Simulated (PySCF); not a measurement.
Ge(H)3(OAc), SMILES CC(=O)[O][GeH3] (B3LYP/def2-SVP optimised geometry):

```
11

Ge    -0.462    -0.267     0.000
O     -1.065    -1.187     1.484
C     -0.721    -0.657     2.664
C     -1.242    -1.451     3.838
O     -0.059     0.354     2.750
H      1.073    -0.267     0.000
H     -1.035    -1.141    -1.127
H     -1.073     1.141     0.000
H     -0.941    -0.972     4.777
H     -0.849    -2.479     3.794
H     -2.339    -1.523     3.781
```

Computed with B3LYP/def2-TZVP (PySCF).

What are the frontier orbital energies and the dipole moment?

HOMO-2 -9.38 eV, HOMO-1 -8.68 eV, HOMO -7.72 eV, LUMO -0.17 eV, LUMO+1 -0.04 eV; dipole moment 1.64 D.

On the same geometry PBE/def2-TZVP (PySCF) gives HOMO-2 -8.11 eV, HOMO-1 -7.44 eV, HOMO -6.31 eV, LUMO -0.91 eV, LUMO+1 -0.78 eV; dipole moment 1.58 D.

Meta-Löwdin charges at B3LYP/def2-TZVP: Ge1 0.62, O2 -0.54, C3 0.53, C4 -0.37, O5 -0.47, H6 -0.05, H7 -0.07, H8 -0.05, H9 0.13, H10 0.14, H11 0.14.
